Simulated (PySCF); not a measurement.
**Cu⁺: ionisation energy**

Cu⁺ [Ar] 3d10 (1S) → Cu²⁺ [Ar] 3d9 (2D), as a difference of total energies. All numbers are calculated (PySCF 2.14, a scalar-relativistic core potential, in aug-cc-pVTZ-PP with ECP10MDF (6s6p5d3f2g, 88 functions)). Correlated levels: valence: 3s2 3p6 frozen. The calculations carry no spin-orbit coupling.

```
           method  ionisation energy (eV)  difference from reference (eV)
              UHF                  17.125                          -3.167
    MP2 (valence)                  20.851                          +0.559
SCS-MP2 (valence)                  20.410                          +0.118
   CCSD (valence)                  19.800                          -0.492
CCSD(T) (valence)                  20.050                          -0.242
```

Reference: 20.292 eV (measured; NIST Atomic Spectra Database, ionization energies).

The reference lies between the lowest fine-structure levels, while these numbers refer to the centres of the terms.

Errors of the correlated levels include the incompleteness of this basis and the frozen core.
